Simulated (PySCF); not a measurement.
A calculated (BP86, PySCF 2.14, x2c-TZVPall, the spin-free X2C one-electron Hamiltonian (Gaussian nucleus)) atom or ion has these occupied shells.

```
shell  electrons  orbital energy (eV)  rms radius, mean of both spins (bohr)
   1s          2              -3949.5                                 0.0888
   2s          2              -414.66                                  0.396
   2p          6              -335.06                                  0.364
   3s          2              -47.147                                   1.24
   3p          6              -28.076                                   1.38
   4s          2               -3.880                                   4.29
```

(1) Name the element and its charge.

Answers

(1) Ca (calcium, neutral), in [Ar] 4s2, closed-shell 1S.
